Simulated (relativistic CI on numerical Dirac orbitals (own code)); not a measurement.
**What each ingredient does to the levels of Ir9+**

Base calculation: Dirac-Coulomb-Breit CI, orbitals from a KLI potential per configuration, a model potential for QED, unscaled Slater integrals.

CI space (outside the closed core [Kr] 4d10): 4f¹⁴5s²5p⁶, 4f¹⁴5s²5p⁵5d, 4f¹⁴5s5p⁶5d, 4f¹⁴5s²5p⁵5f, 4f¹³5s²5p⁶5d, 4f¹⁴5s²5p⁵6s, 4f¹⁴5s²5p⁵5g, 4f¹⁴5s5p⁶5f, 4f¹⁴5s²5p⁵6p, 4f¹³5s²5p⁶6s, 4f¹⁴5s5p⁶5g, 4f¹³5s²5p⁶6p, 4f¹⁴5s²5p⁵6d, 4f¹³5s²5p⁶5f, 4f¹⁴5s5p⁶6s, 4f¹⁴5s²5p⁵7s, 4f¹³5s²5p⁶6d, 4f¹⁴5s²5p⁵7p, 4f¹⁴5p⁶5d², 4f¹⁴5p⁵5d³, 4f¹⁴5p⁵5d²5f, 4f¹³5p⁶5d³, 4f¹⁴5p⁵5d²6s, 4f¹⁴5p⁵5d²5g. Double excitations out of closed p, d and f shells are left out; levels of such configurations are missing from the list, as are those of other unlisted configurations, and high levels can miss mixing partners. Some configurations lack a partner that the ground configuration has and come out too high, among them 4f¹⁴5s²5p⁵6p, 4f¹³5s²5p⁶6s, 4f¹³5s²5p⁶6p, 4f¹⁴5s²5p⁵6d, 4f¹³5s²5p⁶5f.

Variants: (1) P86 correlation estimate; (2) one mean potential for all configurations. Shifts of the energy above 4f¹⁴5s²5p⁶ ¹S0, in cm⁻¹, for the lowest level and the first level of each name with at least 55 % of one term (blank where a level changes its place among those of its configuration and J or its character, or is not in the variant):

```tsv
Level	Base	Δ(1)	Δ(2)
4f¹⁴5s²5p⁶ ¹S0	0	0	0
4f¹⁴5s²5p⁵5d ³P°0	391368	+2179	-406
4f¹⁴5s²5p⁵5d ³P°1	400575	+2179	-402
4f¹⁴5s²5p⁵5d ³F°3	413771	+2184	-431
4f¹⁴5s²5p⁵5d ³F°4	420040	+2188	-412
4f¹⁴5s²5p⁵5d ³D°3	444467	+2178	-423
4f¹⁴5s²5p⁵5d ³D°1	480593	+2214	+26
4f¹⁴5s²5p⁵5d ³F°2	534629	+2198	-254
4f¹³5s²5p⁶5d ³P°2	583912	+4051	+26191
4f¹³5s²5p⁶5d ³P°1	605476	+4061	+27124
4f¹³5s²5p⁶5d ³H°6	606068	+4080	+27043
4f¹³5s²5p⁶5d ³H°4	613074	+4079	+27414
4f¹³5s²5p⁶5d ³G°5	618052	+4080	+27198
4f¹³5s²5p⁶5d ³P°0	621343	+4079	+28005
4f¹³5s²5p⁶5d ³G°3	626559	+4080	+27761
4f¹³5s²5p⁶5d ³D°1	630630	+4076	+28023
4f¹⁴5s²5p⁵6s ³P°2	644824	+8023	+592
4f¹⁴5s²5p⁵6s ¹P°1	649007	+7156	+1681
4f¹³5s²5p⁶5d ¹P°1	660089	+4436	+20416
4f¹⁴5s²5p⁵6s ³P°0	772488	+8036	+1181
4f¹⁴5s²5p⁵6s ³P°1	775288	+8035	+1265
4f¹⁴5s²5p⁵6p ³D3	781406	+8651	+973
```

At this charge transitions that keep the count of f electrons are usually good to a few per cent. Levels and lines within the n = 5 or 6 shells can be off by up to 10 % or somewhat more, and those that change n by about 2 %, since core polarisation is missing. Levels that differ in their count of f electrons can be misplaced by several ten thousand cm⁻¹, since the correlation energy of f electrons is missing or only estimated; rates across such gaps can be off by orders of magnitude.

Ionisation energy from one configuration of each of the two ions, the ground ones as tabulated or assumed: base 191.821 eV; P86 correlation estimate 193.435 eV. The NIST ASD value (semi-empirical) is 194.8 ± 0.6 eV.

LS names give the leading component of a level, which can be under half, so a name can repeat, a term be missing and a line seem to break the LS rules.
